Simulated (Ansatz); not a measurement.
System: tribromo(hydroxy)silane, sum formula HSiOBr3, net charge 0, singlet state. 
Coordinates optimised at B3LYP-D3(BJ)/def2-TZVP (Ansatz, a quantum-chemistry and plane-wave program):
SMILES: O[Si](Br)(Br)Br
```xyz
6

Si    -0.3854     0.0297    -0.2892
Br    -0.6666    -1.5689     1.2211
Br    -0.0672     1.9442     0.7825
Br     1.3425    -0.4252    -1.5709
O     -1.6718     0.1260    -1.2757
H     -2.5319     0.3209    -0.8897
```

Total electronic energies in hartree. Valence correlation only, unless marked. No spin-orbit coupling. The frozen core is the preceding noble-gas configuration, with the filled d and f shells of earlier blocks. No relativistic terms. Basis-set limits of correlation are two-point, X^-3; Hartree-Fock from the larger set. [CCSD(T)-MP2]/basis is that difference in the basis named.

```tsv
level	program	energy (Eh)
HF/6-31G*	Ansatz	-8080.86924
PBE-D4/def2-TZVPD	Ansatz + dftd4	-8086.65931
BLYP-D4/def2-TZVPD	Ansatz + dftd4	-8088.11254
BLYP/def2-TZVPD	Ansatz	-8088.09045
B3LYP-D3(BJ)/def2-TZVPD	Ansatz + dftd3	-8088.14890
PBE0/6-31G*	Ansatz	-8085.96077
PBE0/def2-TZVP	Ansatz	-8086.94138
PBE0/def2-TZVPD	Ansatz	-8086.94398
BHLYP-D3(BJ)/def2-TZVPD	Ansatz + dftd3	-8087.98862
CAM-B3LYP-D4/def2-TZVPD	Ansatz + dftd4	-8088.40207
LC-wPBE-D4/def2-TZVPD	Ansatz + dftd4	-8086.84391
wB97X/def2-TZVPD	Ansatz	-8088.09754
B2GP-PLYP-D4/def2-TZVPD	Ansatz + dftd4	-8086.12959
B2PLYP-D3(BJ)/def2-TZVPD	Ansatz + dftd3	-8086.62563
PBE-QIDH/def2-TZVPD	Ansatz	-8085.80371
RPA@PBE/def2-QZVPP	Ansatz	-8083.43961
SCS-MP2/6-31G*	Ansatz	-8081.45138
CCSD/def2-SVP	Ansatz	-8081.38996
CCSD/def2-QZVPP	Ansatz	-8082.99340
CCSD/def2-QZVPPD	Ansatz	-8082.99461
CCSD(T)/def2-SVPD	Ansatz	-8081.46299
RI-MP2/CBS(def2-TZVPPD,def2-QZVPPD)+[CCSD(T)-MP2]/def2-SVPD	Ansatz	-8083.0754
CCSD(T)/CBS(def2-TZVPPD,def2-QZVPPD)	Ansatz	-8083.0975
```

Totals of different functionals don't rank their quality; only differences between species are comparable.
